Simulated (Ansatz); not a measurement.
Cost and result up the ladder for Cd4S5 (9 atoms). The state is a singlet with charge 0. Geometry: PBE-D4/def2-SVP.

```csv
atom,x (Å),y (Å),z (Å)
Cd1,0.6318,-0.8783,-1.9416
Cd2,0.0395,3.4750,1.8175
Cd3,-1.0887,1.5129,-0.0846
Cd4,-1.0355,-1.9601,0.1626
S5,1.6015,0.2660,1.4056
S6,0.5852,-3.2052,-1.1841
S7,-1.9415,-0.1621,-1.6215
S8,1.6021,1.1236,-0.5369
S9,-0.3944,-0.1717,1.9829
```

Ansatz on 4 threads of Intel Xeon on a shared host. Times are rough, and most runs start from the orbitals of an earlier one. PBE0-D4/def2-TZVP serves as the yardstick here, not as an exact answer. Differences are given only for rows in sets of like size (and for xTB, whose basis is part of the method), since another set adds its own error. Binding counts from free atoms at the same level (Cd singlet, S triplet; other spins of the atoms weren't run), without zero-point energy or a counterpoise term.

In the def2 sets Cd takes a core potential; there is no spin–orbit coupling. Correlated methods freeze 25 core orbitals; core or outer-core shells of Cd are correlated, in sets that lack core-valence functions. The rows differ in basis, and correlated rows in double-zeta sets carry the largest basis error. Another isomer (singlet) lies 1.59 eV lower at PBE0-D4/def2-TZVP; other spin states weren't run for this one.

Correlated methods converge slowly with the basis, most of all in double-zeta sets.

| level | functions | wall time |
| --- | --- | --- |
| PBE-D4/def2-SVP | 214 | 7 s |
| revPBE-D4/def2-TZVP | 345 | 13 s |
| PBE0-D4/def2-SVP | 214 | 15 s |
| MP2/def2-SVP | 214 | 16 s |
| PBE-D4/def2-TZVP (with forces) | 345 | 18 s |
| RPA@PBE/def2-SVP | 214 | 21 s |
| r2SCAN-D4/def2-TZVP | 345 | 27 s |
| PBE0-D4/def2-TZVP | 345 | 39 s |
| BHLYP-D4/def2-TZVP | 345 | 40 s |
| B2PLYP/def2-TZVP | 345 | 56 s |

(1) Estimate what each level gives for the binding energy per atom (eV).

## Answers

(1) 
```json
{"level": "PBE-D4/def2-SVP", "binding energy per atom (eV)": "1.99", "difference from PBE0-D4/def2-TZVP (eV)": "–"}
{"level": "revPBE-D4/def2-TZVP", "binding energy per atom (eV)": "1.89", "difference from PBE0-D4/def2-TZVP (eV)": "-0.02"}
{"level": "PBE0-D4/def2-SVP", "binding energy per atom (eV)": "1.90", "difference from PBE0-D4/def2-TZVP (eV)": "–"}
{"level": "MP2/def2-SVP", "binding energy per atom (eV)": "1.66", "difference from PBE0-D4/def2-TZVP (eV)": "–"}
{"level": "PBE-D4/def2-TZVP (with forces)", "binding energy per atom (eV)": "1.98", "difference from PBE0-D4/def2-TZVP (eV)": "0.07"}
{"level": "RPA@PBE/def2-SVP", "binding energy per atom (eV)": "1.44", "difference from PBE0-D4/def2-TZVP (eV)": "–"}
{"level": "r2SCAN-D4/def2-TZVP", "binding energy per atom (eV)": "1.95", "difference from PBE0-D4/def2-TZVP (eV)": "0.04"}
{"level": "PBE0-D4/def2-TZVP", "binding energy per atom (eV)": "1.91", "difference from PBE0-D4/def2-TZVP (eV)": "0.00"}
{"level": "BHLYP-D4/def2-TZVP", "binding energy per atom (eV)": "1.69", "difference from PBE0-D4/def2-TZVP (eV)": "-0.22"}
{"level": "B2PLYP/def2-TZVP", "binding energy per atom (eV)": "1.69", "difference from PBE0-D4/def2-TZVP (eV)": "-0.22"}
```
